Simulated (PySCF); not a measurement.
# A survey of 29Si NMR shifts

Level of theory: structure optimised with GFN2-xTB, shielding tensors at PBE0/pcSseg-1 (GIAO), in PySCF 2.14 (no solvent, averaged over atoms made equivalent by symmetry, fast rotation or ring inversion, a single conformation, non-relativistic Hamiltonian).

Shieldings were converted by a linear fit to measured shifts: 29Si (scatter 8.9 ppm rms, 25.8 ppm with the 6 outliers that the fit left out vs TMS, solution or neat liquid). Occasional misses reach two or three times the rms, and more in compound classes unlike the fitted ones.

(1) Give the 29Si shifts of `Cn1ncc2cc([SiH3])ccc21`, `CC[Si@@H]1[SiH2][SiH2][Si@@H](F)[SiH2]1`.

(2) Order these by 29Si shift, lowest first.
A. CCCCCC#C[SiH3]
B. O=C(OC1CC1)[SiH2]F
C. COC1=C[Si@H](F)CO1
D. COC1=CO[Si@H](F)C1
E. CC([SiH3])([SiH3])[SiH3]

Results:

(1) 
```tsv
compound	environment	δ (ppm)
Cn1ncc2cc([SiH3])ccc21	silicon bonded to C, 3 H	-62.5
[CH3:1][CH2:2][Si@@H:3]1[SiH2:4][SiH2:5][Si@@H:6]([F:7])[SiH2:8]1	Si6: silicon bonded to F, 2 Si, H, in a 5-membered ring	33.2
[CH3:1][CH2:2][Si@@H:3]1[SiH2:4][SiH2:5][Si@@H:6]([F:7])[SiH2:8]1	Si3: silicon bonded to C, 2 Si, H, in a 5-membered ring	-61.6
[CH3:1][CH2:2][Si@@H:3]1[SiH2:4][SiH2:5][Si@@H:6]([F:7])[SiH2:8]1	Si4: silicon bonded to 2 Si, 2 H, in a 5-membered ring	-106.7
[CH3:1][CH2:2][Si@@H:3]1[SiH2:4][SiH2:5][Si@@H:6]([F:7])[SiH2:8]1	Si5: silicon bonded to 2 Si, 2 H, in a 5-membered ring	-107.0
[CH3:1][CH2:2][Si@@H:3]1[SiH2:4][SiH2:5][Si@@H:6]([F:7])[SiH2:8]1	Si8: silicon bonded to 2 Si, 2 H, in a 5-membered ring	-107.4
```

(2) A (-89.4 ppm, silicon bonded to C, 3 H), E (-55.1 ppm, silicon bonded to C, 3 H), B (-31.5 ppm, silicon bonded to C, F, 2 H), D (-4.0 ppm, silicon bonded to C, F, O, H, in a 5-membered ring), C (8.9 ppm, silicon bonded to 2 C, F, H, in a 5-membered ring).
